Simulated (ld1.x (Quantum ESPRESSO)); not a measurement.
Building the ultrasoft potential for C (Wu–Cohen, scalar-relativistic).

C (Z = 6), ultrasoft, made with ld1.x (Quantum ESPRESSO) 7.5 (Wu–Cohen, scalar-relativistic). Core [He], reference 2s2 2p2. Waves: 2s (bound): rcut 1.05, rcutus 1.30 bohr; 2s channel at -0.5 Ry: rcut 1.05, rcutus 1.30 bohr; 2p (bound): rcut 2.30, rcutus 2.80 bohr; 2p channel at 1.85 Ry: rcut 2.30, rcutus 2.80 bohr; 3d channel at 0.45 Ry: rcut 1.85, rcutus 2.00 bohr; 3d channel at 1.1 Ry: rcut 1.85, rcutus 2.00 bohr. Local part: all-electron potential smoothed inside 1.00 bohr (lloc = -1). Core correction: Bessel-smoothed model core inside 0.60 bohr. Augmentation charge: built from norm-conserving waves at rcut, not smoothed further.

All-electron outer shells of the reference configuration (Wu–Cohen, scalar-relativistic, ld1.x):

```csv
shell,level (eV),outermost node (bohr),outermost maximum (bohr)
1s,-272.78,–,0.18
2s,-13.67,0.38,1.22
2p,-5.24,–,1.20
```

Is the overlap operator S = 1 + Σ q|β⟩⟨β| positive definite (Bessel basis up to 400 Ry)?

No: its lowest eigenvalue is -6.744, in the d channel, so the generalised eigenproblem breaks down once the basis is large enough.

Tests: 2s2 2p1; 2s2 2p0; 2s1 2p0; 2s0 2p4; 2s2 2p1.5; 2s1 2p3; 2s1 2p2. Which has the largest error in its energy relative to the reference configuration, and how large is it?

2s1 2p0, with +855 meV (all-electron minus pseudo) on +82.93 eV.

A Bessel basis up to 400 Ry misses an occupied level by 0.41 Ry, so cutoffs and ghosts were not judged. Its overlap operator is not positive definite in a basis up to 400 Ry (lowest eigenvalue d -6.74), so the file is unfit for use: the generalised eigenproblem breaks down once the basis is large enough, and its test numbers describe a broken file.
